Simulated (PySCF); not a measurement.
# Spin states of CaIn⁺

Unrestricted PBE0; PySCF, spin-free X2C with a Gaussian nucleus, basis sets Ca x2c-SVPall, In x2c-SVPall. Outer shells of the fragments: Ca 4s2; In+ 4d10 5s2.

Followed along the bond (rough minima from three points):

```json
{"2Ms+1": "1", "unpaired": "none", "⟨S²⟩ at the start": "0.00", "R at minimum (Å)": "3.65", "Te (eV)": "0.00"}
{"2Ms+1": "3", "unpaired": "σ ↑, π ↑", "⟨S²⟩ at the start": "2.00", "R at minimum (Å)": "3.16", "Te (eV)": "0.83"}
{"2Ms+1": "1", "unpaired": "σ ↑, π ↓", "⟨S²⟩ at the start": "1.01", "R at minimum (Å)": "3.16", "Te (eV)": "1.08"}
{"2Ms+1": "3", "unpaired": "σ ↑↑", "⟨S²⟩ at the start": "2.00", "R at minimum (Å)": "none in the scan", "Te (eV)": "≤ 0.86"}
```

Solutions found at the starting distance of 3.080 Å, counted from the lowest of them; the search is not exhaustive and high or unbound solutions are not listed, so other states can lie among these:

| 2Ms+1 | unpaired | term | E (eV) | ⟨S²⟩ | ⟨Lz²⟩ | μ (D) |
| --- | --- | --- | --- | --- | --- | --- |
| 1 | none | ¹Σ⁺ | 0.00 | 0.00 | 0.00 | -7.22 |
| 3 | σ ↑, π ↑ | ³Π | 0.51 | 2.00 | 1.00 | -9.23 |
| 1 | σ ↑, π ↓ | mixed | 0.77 | 1.01 | 1.01 | -8.79 |
| 3 | σ ↑↑ | ³Σ⁺ | 0.87 | 2.00 | 0.00 | -5.42 |
| 3 | π ↑↑ | ³Σ⁻ | 1.67 | 2.01 | 0.00 | -11.11 |
| 1 | π ↑↓ | mixed | 1.84 | 1.00 | 2.01 | -11.13 |
| 3 | σ ↑, δ ↑ | ³Δ | 2.08 | 2.00 | 4.00 | -6.06 |
| 1 | σ ↑, δ ↓ | mixed | 2.17 | 1.00 | 4.00 | -6.56 |
| 1 | none | mixed | 2.29 | 0.00 | 2.00 | -10.99 |

A term symbol is given only where ⟨S²⟩ and ⟨Lz²⟩ are close to those of a pure state; real π, δ and φ orbitals otherwise mix terms. A positive dipole points towards In; it is taken about the centre of mass and depends on that origin.

Question: Compare the gap between the two lowest followed solutions at the starting distance with the gap between their minima.

Answer: At PBE0 the second solution (triplet, unpaired electrons σ ↑, π ↑) lies +0.51 eV from the first (singlet, closed shell) at 3.080 Å and +0.83 eV at the minima; the two curves relax by different amounts, since their minima lie near 3.16 and 3.65 Å.

Spin–orbit coupling is left out.
